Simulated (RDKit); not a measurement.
A run for RDKit: UFF on BrH3Si (SMILES [SiH3]Br).

```python
from rdkit import Chem
from rdkit.Chem import AllChem, rdDetermineBonds

blocks = [
'''5

Si   -0.16854237    0.00748178   -0.00198972
Br    2.06447948   -0.09165390    0.02437462
H    -0.56777333    1.39554758   -0.30377825
H    -0.66666888   -0.39868371    1.32620044
H    -0.66149491   -0.91269176   -1.04480708
''',
]
mol = None
for b in blocks:
    f = Chem.MolFromXYZBlock(b)
    rdDetermineBonds.DetermineBonds(f, charge=0)
    mol = f if mol is None else Chem.CombineMols(mol, f)
Chem.SanitizeMol(mol)
print(Chem.MolToSmiles(Chem.RemoveHs(mol)))
ff = AllChem.UFFGetMoleculeForceField(mol, vdwThresh=100.0, ignoreInterfragInteractions=False)
e = ff.CalcEnergy()
print(f'UFF energy {e:.6f} kcal/mol')
```

It printed:

```
[SiH3]Br
UFF energy 0.130365 kcal/mol
```

The run finished.

Cost: around 0.010 core-seconds (rough).
